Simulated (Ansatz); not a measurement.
The same path of B₂ClH₂IO (7 atoms, charge 0, multiplicity 1) was run 3 times with different band settings. Lost on the way: B1–H6, O2–B3. Made: B1–B3, O2–H6.

Theory: UKS PBE/def2-SVP in Ansatz.

Relaxed end points:

```xyz
7
Properties=species:S:1:pos:R:3
B 0.334 0.063 1.412
O 0.005 -0.058 0.108
B -0.306 -0.158 -1.187
Cl -1.137 -1.591 -1.792
I 0.222 1.451 -2.519
H -0.473 0.580 2.161
H 1.417 -0.355 1.772
```

```xyz
7
Properties=species:S:1:pos:R:3
B 0.227 -0.069 0.553
O -0.672 0.507 1.398
B -0.126 -0.272 -1.096
Cl -0.835 -1.720 -1.789
I 0.475 1.338 -2.400
H -0.329 0.581 2.307
H 1.321 -0.431 0.981
```

Common settings: climbing image yes; spring 5.0 eV/Å²; optimiser quadratic models (default); start path through a guess of the saddle point; iteration limit 60; end points relaxed.

| run | movable images | force threshold |
| --- | --- | --- |
| 1 | 7 | 0.05 eV/Å |
| 2 | 3 | 0.05 eV/Å |
| 3 | 7 | 0.2 eV/Å |

Q: What does each run give, and how far can it be trusted?

A: Run 1: converged after 20 iterations, highest image 4.768 eV above the first end. Neighbouring images differ by up to 2.3 eV, so the band resolves the path poorly. A vibrational analysis at the climbing image gives 2 clearly imaginary modes (1485i, 102i cm⁻¹): a point of higher order, so a lower path passes nearby.
Run 2: converged after 22 iterations, highest image 4.764 eV above the first end. Neighbouring images differ by up to 4.4 eV, so the band resolves the path poorly. The order of the stationary point at the top wasn't checked. So few images can step over the top or miss a turn of the path.
Run 3: converged after 17 iterations, highest image 4.768 eV above the first end. The threshold of 0.2 eV/Å is loose, so the images may lie well off the minimum-energy path. Neighbouring images differ by up to 2.3 eV, so the band resolves the path poorly. Another band between the same ends (7 images) ends at a top of the same energy, where a vibrational analysis finds 2 clearly imaginary modes.
The orbitals stay closed-shell, which can raise the energy where a bond breaks towards radicals; this wasn't checked here.
